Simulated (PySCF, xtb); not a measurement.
Ga(Cl)(vinyl)(OH) (C2H4ClGaO), SMILES C=[CH][Ga]([OH])[Cl]. One conformer was computed; it need not be the lowest.

Harmonic wavenumbers (cm⁻¹) from GFN2-xTB (xtb 6.7.1) at its own minimum, in rising order: 77, 81, 136, 153, 244, 325, 342, 410, 440, 499, 567, 911, 958, 1008, 1188, 1370, 1629, 2976, 3042, 3077, 3653.

Q: What does PySCF with PBE-D3(BJ)/def2-SVP give at its own minimum? (The exact figures need the calculation; the answer reports its results.)

A: 61, 80, 153, 162, 278, 368, 401, 467, 575, 686, 808, 959, 967, 1006, 1212, 1369, 1605, 3045, 3093, 3142, 3735. Paired by order, the mean absolute difference is 56 cm⁻¹ and the zero-point energies are 33.0 and 34.6 kcal/mol.
